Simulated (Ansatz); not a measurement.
Program: Ansatz. Geometries: PBE0-D4/def2-TZVP. ΔE: electronic, gas phase. CCSD(T)/CBS is the MP2 limit (def2-TZVPP, def2-QZVPP) plus CCSD(T) − MP2 in def2-TZVPP, frozen cores. This one scheme is used for every species. Functionals use def2-TZVPP. B3LYP here is the variant with VWN-RPA as its local correlation; programs differ in this. For Br outer-core shells are correlated without core-valence functions, which leaves a few kJ/mol of doubt a bond. Scalar relativity is left out up to krypton. One conformer a species, not always the lowest.

Reaction (cleavage of the Al–B bond): `[CH3][AlH][BH]S` + HBr → `[CH3][AlH][Br]` + `BS`

| level | ΔE (eV) | difference from CCSD(T)/CBS |
| --- | --- | --- |
| PBE0-D4 | -1.98 | 0.08 |
| B3LYP-D4 | -2.03 | 0.03 |
| r2SCANh-D4 | -2.07 | -0.01 |
| r2SCAN0-D4 | -2.10 | -0.04 |
| ωB97M-V | -2.08 | -0.02 |
| B2PLYP | -2.09 | -0.03 |
| PBE | -1.91 | 0.15 |
| r2SCAN | -2.06 | 0.00 |
| PBE0 | -1.99 | 0.07 |
| r2SCANh | -2.08 | -0.02 |
| r2SCAN0 | -2.11 | -0.05 |
| CAM-B3LYP | -2.08 | -0.02 |
| CCSD(T)/def2-SVP | -2.01 | 0.05 |
| MP2/def2-TZVPP | -2.14 | -0.08 |
| HF/def2-QZVPP | -2.27 | -0.21 |
| MP2/def2-QZVPP | -2.16 | -0.10 |
| CCSD(T)/CBS | -2.06 | 0 |

Largest T1 diagnostic among the species: 0.015.

From PBE to PBE0 (25 % exact exchange), in def2-TZVPP and without D4, ΔE moves by −0.09 eV. In def2-TZVPP, CCSD(T) changes the Hartree–Fock value by +0.25 eV (the triples alone add +0.03 eV) and MP2 by +0.13 eV.
